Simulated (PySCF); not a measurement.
An unknown is described by computed data only.

Formula: C5H6O4Si.

- Rotational structure: rotational constants A, B, C: 1.339, 0.896, 0.682 GHz [GFN2-xTB]
- 13C NMR: chemical shifts (computed TMS as zero) by class: 206.6 (1 C), 185.2 (1 C), 164.3 (1 C), 61.3 (1 C), 58.4 (1 C) ppm [GIAO PBE0/pcSseg-1]
- NMR, other nuclei: isotropic shieldings of nuclei other than C and H, by class: -310 (1 O), -119 (1 O), -89 (1 O), 126 (1 O), 419 (1 Si) ppm [GIAO PBE0/pcSseg-1]
- Dipole: 2.76 D [PBE0/pcSseg-1]
- 1H NMR: chemical shifts (computed TMS as zero) by class: 9.90 (1 H), 8.11 (1 H), 5.65 (1 H), 4.00 (3 H) ppm [GIAO PBE0/pcSseg-1]

Electronic properties: PySCF, gas phase, density fitting. Levels stand in brackets. One conformer (not necessarily the lowest) at the GFN2-xTB geometry, without solvent, vibrations or thermal averaging. GFN2-xTB frequencies show an imaginary mode (20i cm⁻¹), so this geometry is no minimum at that level. Each NMR value is the plain mean over a class of atoms that symmetry, rotation or inversion makes alike.

Question: Propose a structure and show how it fits.

Answer: Numbering: `[O:1]=[C:2]=[C:3]([CH:4]=[O:5])[C@@H:6]([SiH3:7])[O:8][CH:9]=[O:10]`. Its formula, C5H6O4Si, gives 4 degrees of unsaturation: 0 rings and 4 π bonds in the structure found. 5 carbons fall into 5 classes; from least to most shielded: central carbon of a ketene [C2] (206.6 ppm), aldehyde carbon [C4] (185.2 ppm), ester carbonyl carbon [C9] (164.3 ppm), sp3 carbon bound to oxygen [C6] (61.3 ppm), outer carbon of cumulated double bonds [C3] (58.4 ppm). Hydrogen classes from least to most shielded: 1 H on an aldehyde carbon, C4 (9.90 ppm), 1 H on an ester carbonyl carbon, C9 (8.11 ppm), 1 H on an sp3 carbon bound to oxygen, C6 (5.65 ppm), 3 H on an SiH3 silicon, Si7 (4.00 ppm, a mean of values up to 0.7 ppm apart in this geometry). The other shieldings belong to: -310 ppm, aldehyde oxygen [O5]; -119 ppm, ester carbonyl oxygen [O10]; -89 ppm, oxygen bonded to C [O1]; 126 ppm, ester single-bonded oxygen [O8]; 419 ppm, SiH3 silicon [Si7]. The optimised geometry has point group C1 and is an asymmetric top. Structure: `O=C=C(C=O)[C@@H]([SiH3])OC=O`. Computed isomers that give other values at the same levels: `C=C[Si]1(C)OC(=O)C(=O)O1` (13C chemical shifts (computed TMS as zero) by class: 157.6 (2 C), 149.7 (1 C), 135.4 (1 C), 0.9 (1 C) ppm). The assignments are read from this structure; whether some other isomer fits the data as well wasn't checked. The mirror image fits equally.

Conformer computed: `[O:1]=[C:2]=[C:3]([CH:4]=[O:5])[C@@H:6]([SiH3:7])[O:8][CH:9]=[O:10]`: C2–C3–C4–O5 178°, C2–C3–C6–Si7 -104°, C3–C6–O8–C9 159°, C6–O8–C9–O10 1°.
